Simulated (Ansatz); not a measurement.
C$_{2}$H$_{8}$OSi, SMILES `CC[SiH2]O`, 12 atoms. Charge 0, multiplicity 1. All runs use 4 threads of a server CPU on a shared host. Correlated methods freeze the cores.

(1) How many basis functions does each run have, and how long does it take in Ansatz? RKS r2SCAN-D4/def2-TZVPP energy and forces; RHF-CCSD(T)/def2-TZVPP energy; RKS PBE0-D4/def2-TZVP frequencies; RKS PBE0-D4/def2-TZVPP energy; RKS PBE-D4/def2-TZVPP energy and forces; RKS ωB97M-V/def2-QZVPP energy; RKS PBE0-D4/def2-SVP energy; RKS PBE0-D4/def2-QZVPP energy; RKS PBE0-D4/def2-TZVP relaxation (9 steps); direct RPA on PBE orbitals/def2-TZVPP energy; RKS HSE06-D4/def2-TZVPP energy; RHF-MP2/def2-QZVPP energy. (An estimate is asked.)

Results:

(1) Computed: Other jobs shared the machine, so times are rough.

| level | job | functions | wall time | peak host memory (GiB) |
| --- | --- | --- | --- | --- |
| RKS PBE0-D4/def2-SVP | energy | 100 | 1.2 s | 0.2 |
| RKS PBE-D4/def2-TZVPP | energy and forces | 247 | 3.5 s | 0.3 |
| RKS PBE0-D4/def2-TZVPP | energy | 247 | 4 s | 0.54 |
| RKS HSE06-D4/def2-TZVPP | energy | 247 | 4.3 s | 0.57 |
| RKS r2SCAN-D4/def2-TZVPP | energy and forces | 247 | 7 s | 0.33 |
| direct RPA on PBE orbitals/def2-TZVPP | energy | 247 | 7.5 s | 0.58 |
| RKS PBE0-D4/def2-QZVPP | energy | 481 | 11 s | 1.5 |
| RKS ωB97M-V/def2-QZVPP | energy | 481 | 27 s | 1.9 |
| RHF-MP2/def2-QZVPP | energy | 481 | 30 s | 3 |
| RKS PBE0-D4/def2-TZVP | relaxation (9 steps) | 178 | 37 s | 0.42 |
| RHF-CCSD(T)/def2-TZVPP | energy | 247 | 2.6 min | 5.1 |
| RKS PBE0-D4/def2-TZVP | frequencies | 178 | 3.2 min | 0.47 |

HSE06 is defined as in plane-wave codes.
